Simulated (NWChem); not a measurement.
Species: SiO$_{2}$ anion, doublet; SMILES of the neutral closed-shell parent [Si](=O)=O

```xyz
3

O      1.4759     0.0000    -0.2738
Si     0.0000     0.0000     0.2933
O     -1.4759     0.0000    -0.2738
```
Atoms are numbered in this order, from 1.

Program: NWChem. Pople sets run with spherical d functions. Spin-unrestricted. In the optimisation the excess spin sits in a1 (C2v, its own frame). Sets without diffuse functions describe the anion's extra electron poorly. Geometry: optimised at B3LYP/def2-SVPD, spin-unrestricted. This spin state was assumed; another may lie lower. No stability test was run on the SCF state. The highest occupied level is positive in some or all of these runs, so the extra electron may be held by the finite basis. Atomic charges in e: unrestrained fits to the electrostatic potential beside Mulliken populations; the two definitions need not agree.

For level B3LYP/def2-SVP:

```yaml
ESP O1: -0.57
Mulliken O1: -0.60
ESP Si2: 0.13
Mulliken Si2: 0.19
ESP O3: -0.57
Mulliken O3: -0.60
```

**Question.** How do the values read with level UHF/6-31G* instead?

**Answer.** The ESP O1 is -0.73 and the Mulliken O1 comes out as -0.88. The ESP Si2 is 0.46 and the Mulliken Si2 is 0.75. The ESP O3 comes out as -0.73 and the Mulliken O3 comes out as -0.88.
